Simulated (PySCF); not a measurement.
## How methods differ on the excitation energy of Br²⁺

Br²⁺ [Ar] 3d10 4s2 4p3 (4S) → Br²⁺ [Ar] 3d10 4s1 4p4 (4P), as a difference of total energies. All numbers are calculated (PySCF 2.14, the spin-free X2C one-electron Hamiltonian (Gaussian nucleus), in aug-cc-pVQZ-DK (8s7p5d3f2g, 93 functions)). Correlated levels: valence: [Ar] 3d10 frozen. The calculations carry no spin-orbit coupling.

| method | excitation energy (cm⁻¹) |
| --- | --- |
| UHF | 106180 |
| LDA | 109080 |
| PBE | 107990 |
| PBE0 | 107940 |
| LC-wPBE | 108700 |
| wB97X-V | 108420 |
| wB97X | 110480 |
| revPBE | 106940 |
| MP2 (valence) | 105730 |

**Question.** Estimate what r2SCAN gives.

**Answer.** 105510 cm⁻¹, closest to MP2 (valence) among the rows shown.

**Question.** Estimate what SCS-MP2 (valence) gives.

**Answer.** 105650 cm⁻¹, closest to MP2 (valence) among the rows shown.

A first-order spin-orbit estimate (lowest level to lowest level, LS coupling) adds -0.201 eV.
